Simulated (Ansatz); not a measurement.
Coupled-cluster diagnostics for Ca2O (the lowest singlet isomer of a short search), Ansatz.

Geometry of the singlet (PBE0-D4/def2-TZVP):

```xyz
3

Ca   -0.799   -0.167   -1.499
Ca    0.125    0.134    1.697
O     0.673    0.032   -0.198
```

Correlated methods freeze 11 core orbitals; core or outer-core shells of Ca are correlated, in sets that lack core-valence functions. The structure comes from a short search, and lower isomers may exist.

Geometry of the charge 0 triplet (PBE0-D4/def2-TZVP):

```
atom   x (Å)   y (Å)   z (Å)
 Ca1   1.430   1.143   0.800
 Ca2  -1.430  -1.143  -0.800
  O3   0.000   0.000   0.001
```

Geometry of the charge 0 quintet (PBE0-D4/def2-TZVP):

Cartesian coordinates in Å:
```
Ca 1.941 -0.208 -0.211
Ca -1.870 0.224 -0.554
O -0.071 -0.016 0.765
```

**Question.** Estimate the CCSD(T) correlation energy, the shares of MP2 and (T), T1 and the reference's ⟨S²⟩ for: charge 0, singlet, own geometry in def2-TZVPP; charge 0, singlet, own geometry in def2-TZVPD; charge 0, triplet, own geometry in def2-TZVPP; charge 0, quintet, own geometry in def2-TZVPP; charge 1, doublet, vertical in def2-TZVPP; charge -1, doublet, vertical in def2-TZVPD; and the rough time on 4 threads of Arm Neoverse V2 on a shared host.

**Answer.** 
| state | basis | correlation (eV) | MP2 share (%) | (T) share (%) | T1 | ⟨S²⟩ (pure) | wall time | remarks |
| --- | --- | --- | --- | --- | --- | --- | --- | --- |
| charge 0, singlet, own geometry | def2-TZVPP | -19.573 | 93.3 | 3.7 | 0.023 | 0.00 (0.00) | 2.7 s | large T1, restricted SCF unstable |
| charge 0, singlet, own geometry | def2-TZVPD | -19.779 | 93.3 | 3.8 | 0.024 | 0.00 (0.00) | 3.2 s | large T1, restricted SCF unstable |
| charge 0, triplet, own geometry | def2-TZVPP | -18.489 | 93.8 | 2.9 | 0.019 | 2.00 (2.00) | 4.7 s | – |
| charge 0, quintet, own geometry | def2-TZVPP | -16.754 | 90.5 | 2.1 | 0.017 | 6.01 (6.00) | 8 s | – |
| charge 1, doublet, vertical | def2-TZVPP | -18.466 | 93.9 | 3.1 | 0.020 | 0.75 (0.75) | 4.6 s | – |
| charge -1, doublet, vertical | def2-TZVPD | -19.482 | 92.2 | 3.5 | 0.053 | 1.38 (0.75) | 8 s | large T1, spin-contaminated |
Customary marks for T1 are 0.02 (closed shells), 0.045 (open shells) and about 0.05 (3d metals). T1 exceeds 0.02 in 4 of 6 rows and 0.045 in 1; the higher it lies, the less the single-reference result can be trusted.
